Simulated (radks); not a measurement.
Question: Species: the chromium ion Cr2+. Configuration: [Ar] 3d4. Method: Dirac Kohn-Sham, HCTH/407, spin-unpolarised, spherical densities, finite nucleus; open shells fill j = l - 1/2 first; Fermi nuclear charge, rms radius 3.6452 fm; computed with a radial shooting solver on a logarithmic mesh with Libxc functionals. Some entries of the table are withheld. Estimate them.

orbital  occ.  eigenvalue (eV)  <1/r> (bohr^-1)  <r^2> (bohr^2)
1s1/2       2        -5898.007            23.86        0.005440
2s1/2       2        -690.0911            5.072          0.1013
2p1/2       2              (1)              (2)         0.08174
2p3/2       4              (3)              (4)         0.08343
3s1/2       2         -95.7787            1.575             (5)
3p1/2       2         -67.7780            1.451             (6)
3p3/2       4         -66.7445            1.435             (7)
3d3/2       4              (8)            1.095             (9)
3d5/2       0             (10)            1.091            (11)

Answer: 
(1) 2p1/2 eigenvalue (eV): -590.1551
(2) 2p1/2 <1/r> (bohr^-1): 5.012
(3) 2p3/2 eigenvalue (eV): -581.4933
(4) 2p3/2 <1/r> (bohr^-1): 4.937
(5) 3s1/2 <r^2> (bohr^2): 0.9259
(6) 3p1/2 <r^2> (bohr^2): 1.055
(7) 3p3/2 <r^2> (bohr^2): 1.074
(8) 3d3/2 eigenvalue (eV): -23.2702
(9) 3d3/2 <r^2> (bohr^2): 1.897
(10) 3d5/2 eigenvalue (eV): -23.1735
(11) 3d5/2 <r^2> (bohr^2): 1.910
